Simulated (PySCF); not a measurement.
Compound: ZnMe2, C2H6Zn (singlet state).
Cartesian coordinates in Å at the PBE0-D3(BJ)/def2-SVP level; atoms count from 1:
```
atom  x, y, z in Å
Zn1    0.0032    0.0070    0.0001
C2    -0.0041   -0.0132    1.9457
H3    -0.4414    0.9107    2.3582
H4     1.0162   -0.1066    2.3523
H5    -0.5933   -0.8599    2.3347
C6     0.0050    0.0151   -1.9456
H7    -1.0213    0.0165   -2.3482
H8     0.5169   -0.8736   -2.3500
H9     0.5188    0.9039   -2.3470
```

Level of theory: PBE0-D3(BJ)/def2-SVP geometry optimisation, gas phase (PySCF 2.14.0).

Problem. Which atoms are bound to Zn1, and at what distances?

Solution. 2 atoms: C6 1.946 Å, C2 1.946 Å. The nearest atom not counted as bound is H5, at 2.56 Å (others tie with it).

Problem. What is the shape at Zn1?

Solution. Linear: angle 179.6°.

Problem. What are the other bond lengths?

Solution. C2–H3 and 5 like bonds 1.102 Å.

Point group: near D3d, missed by 0.10 Å at most; the miss may be what the optimiser left on a soft mode (D3 holds within 0.08 Å). Charge 0, singlet. Stationary, but not proved a minimum.
